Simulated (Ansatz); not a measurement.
Relaxation of F₂H₄OSi (8 atoms, charge 0, multiplicity 1), to a largest force component of 0.03 eV/Å in at most 50 steps.

Level of theory: RKS PBE0-D4/def2-SVP in Ansatz.

```xyz
8
Properties=species:S:1:pos:R:3
Si -0.483 -0.146 -0.411
H 0.063 0.769 2.036
F 0.830 -0.844 0.200
F -0.221 1.433 -0.464
H -0.657 -0.665 -1.781
O -1.818 -0.398 0.540
H -2.296 -1.227 0.424
H -0.621 0.572 2.135
```

Q: Where does it end, and by what steps?

A: The run converged. The force dipped under the threshold on the way, but the program's further checks kept it going. After 48 steps the energy has fallen by 0.266 eV; H7 moved furthest, 1.17 Å.

| step | energy less start (eV) | largest force component (eV/Å) | accepted |
| --- | --- | --- | --- |
| 0 | 0.0000 | 1.631 | yes |
| 2 | -0.1473 | 0.213 | yes |
| 4 | -0.1576 | 0.243 | no |
| 6 | -0.1657 | 0.095 | yes |
| 8 | -0.1687 | 0.065 | yes |
| 10 | -0.1719 | 0.329 | yes |
| 12 | -0.1789 | 0.090 | yes |
| 14 | -0.1753 | 0.567 | no |
| 16 | -0.1845 | 0.109 | yes |
| 18 | -0.1885 | 0.130 | yes |
| 20 | -0.1908 | 0.126 | yes |
| 22 | -0.1931 | 0.150 | yes |
| 24 | -0.1956 | 0.215 | yes |
| 26 | -0.2006 | 0.244 | yes |
| 28 | -0.2126 | 0.151 | yes |
| 30 | -0.2053 | 1.249 | no |
| 32 | -0.2368 | 0.446 | yes |
| 34 | -0.2463 | 0.152 | yes |
| 36 | -0.2512 | 0.095 | yes |
| 38 | -0.2456 | 0.930 | no |
| 40 | -0.2628 | 0.048 | yes |
| 42 | -0.2607 | 0.482 | no |
| 44 | -0.2652 | 0.051 | yes |
| 46 | -0.2657 | 0.026 | yes |
| 48 | -0.2659 | 0.029 | yes |

```xyz
8
Properties=species:S:1:pos:R:3
Si -0.547 -0.336 -0.762
H -0.633 0.933 2.919
F 0.780 -1.249 -0.770
F -0.050 1.118 -0.267
H -1.116 -0.255 -2.112
O -1.668 -0.926 0.263
H -1.486 -0.923 1.209
H -0.483 1.131 2.198
```

Whether the end is a true minimum wasn't checked by a vibrational analysis.

The run took 2.7 min on 1 thread of AMD EPYC 7R43 64-Core Processor (Zen 3) (shared host), peak memory 0.16 GiB.
